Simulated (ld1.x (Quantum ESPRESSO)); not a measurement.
LDA (PZ) PAW dataset for cerium, scalar-relativistic all-electron reference.

ld1.x (Quantum ESPRESSO) 7.5 input, shortened:

```
&input
   title='Ce', zed=58., rel=1, dft='PZ', iswitch=3,
   config='[Xe] 4f1 5d1 6s1.5 6p0'
 /
 &inputp
   pseudotype=3, lpaw=.true., tm=.true., lloc=-2, rcloc=1.30,
   nlcc=.true., new_core_ps=.true., rcore=1.30,
   which_augfun='BESSEL', rmatch_augfun=1.05
 /
8
5S  1  0   2.00   0.00  2.60  2.90  0.0
6S  2  0   1.50   0.00  2.60  2.90  0.0
5P  2  1   6.00   0.00  3.15  3.55  0.0
6P  3  1   0.00   0.00  3.15  3.55  0.0
5D  3  2   1.00   0.00  2.20  2.35  0.0
5D  3  2   0.00   0.95  2.20  2.35  0.0
4F  4  3   1.00   0.00  1.30  1.70  0.0
4F  4  3   0.00  -0.20  1.30  1.70  0.0
 &test
   configts(1)='4f1 5s2 5p6 5d1 6s1.5 6p0'
 /
```

Poles of the logarithmic derivatives, all-electron (AE) and pseudo (PS). Narrow ghost or core levels that the grid stepped over were put in at their known energies. s: poles at -3.2, 0.6 (AE) and -3.2, -1.7, 0.7 (PS) Ry. p: poles at -1.9, 1.4 (AE) and -1.9, -1.0, 0.7 (PS) Ry. d: poles at -0.2, 2.9 (AE) and -0.2, 2.9 (PS) Ry. f: poles at -0.6, 1.7 (AE) and -0.6, 1.7 (PS) Ry. Test radius 3.84 bohr.

* Ghost test: ghost state, extra bound levels that the all-electron valence spectrum of the same l lacks: s at -23.7 eV (p not tested); a true bound ghost makes a file unfit for plane-wave use (spherical-Bessel basis up to 400 Ry, 20 bohr box)
* Configuration tests: test run stopped at test 1 of 9 (negative rho)
* Lowest eigenvalue of the overlap operator: -0.66 (p channel); it is negative, so in a basis up to 400 Ry S is not positive definite and the file is unfit for use

Note: ghost state, extra bound levels that the all-electron valence spectrum of the same l lacks: s at -23.7 eV (p not tested). A true bound ghost makes a file unfit for plane-wave use. Its overlap operator is not positive definite in a basis up to 400 Ry (lowest eigenvalue p -0.66), so the file is unfit for use: the generalised eigenproblem breaks down once the basis is large enough, and its test numbers describe a broken file.
